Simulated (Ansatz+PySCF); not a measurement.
singlet BeO: levels of theory in one basis

```xyz
2

Be    0.0000    0.0000   -1.6062
O     0.0000    0.0000    0.8031
```

Basis set: STO-3G (spherical functions). Left uncorrelated: 1 orbital. Charge 0, multiplicity 1.

Computed with Ansatz (development build ahead of 0.2.0); each method stands on the lowest determinant of its kind that the runs found.

| method | E − E(RHF) (eV) | <S²> of the determinant |
| --- | --- | --- |
| RHF | 0.00 | 0.00 |
| UHF | -2.71 | 1.29 |
| RHF-MP2 | -1.07 | – |
| UHF-MP2 | -3.17 | 1.29 |
| RHF-CCSD | -3.09 | – |
| RHF-CCSD(T) | -3.13 | – |
| full CI (lowest root of this spin) | -3.58 | – |

(1) What does UHF-CCSD(T) give on the same scale?

(2) Is a single determinant a sound starting point here?

Answers

(1) -4.93 eV.

Unrestricted totals that lie under full CI have fallen onto a higher spin multiplicity. At such a shape the full CI root can have another spatial symmetry than the determinants, so the rows needn't describe one state.

(2) It is doubtful. Unrestricted orbitals lower Hartree–Fock by 2.71 eV and <S²> is 1.29 where a pure state has 0.00, a sign of strong static correlation.

Caution: another spin multiplicity may lie lower. Caution for RHF, RHF-MP2, RHF-CCSD, RHF-CCSD(T): an unrestricted determinant lies well below. Caution for UHF, UHF-MP2, UHF-CCSD(T): the unrestricted determinant is a mixture of spin states. Caution for RHF-MP2, UHF-MP2, RHF-CCSD, RHF-CCSD(T), UHF-CCSD(T): large amplitudes, a single reference is doubtful. Caution for UHF-MP2, UHF-CCSD(T): a plain start can end on a higher determinant. Caution for RHF-CCSD(T): the program finds a lower state of this spin; the program doubts this total.
